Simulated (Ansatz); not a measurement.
Species: C₃H₆O, charge 0, multiplicity 1. SMILES: C=CCO
Structure (B3LYP-D3(BJ)/def2-TZVP (Ansatz, a quantum-chemistry and plane-wave program) minimum search):
```xyz
10

C      1.6892    -0.3896    -0.5271
C      0.7546     0.1540     0.2425
C     -0.6261     0.4924    -0.2244
O     -1.6295    -0.1713     0.5449
H      1.5002    -0.6114    -1.5719
H      2.6760    -0.6245    -0.1493
H      0.9599     0.3622     1.2888
H     -0.7297     0.2642    -1.2921
H     -0.8254     1.5579    -0.0904
H     -1.4513    -1.1180     0.5094
```
Charge 0, spin multiplicity 1.

Parts of the frozen-core correlation energy in 6-31G* (Ansatz, hartree). Frozen orbitals: 4; correlated occupied orbitals by spin: 12 and 12; virtual: 56 and 56. No spin-orbit coupling. No relativistic terms.

| term | value |
|---|---|
| reference (HF) | -191.91668 |
| MP2 opposite-spin | -0.42137 |
| MP2 same-spin | -0.13896 |
| CCSD correlation | -0.59955 |
| (T) | -0.01765 |
| T1 diagnostic | 0.010 |
| largest doubles amplitude | 0.122 |
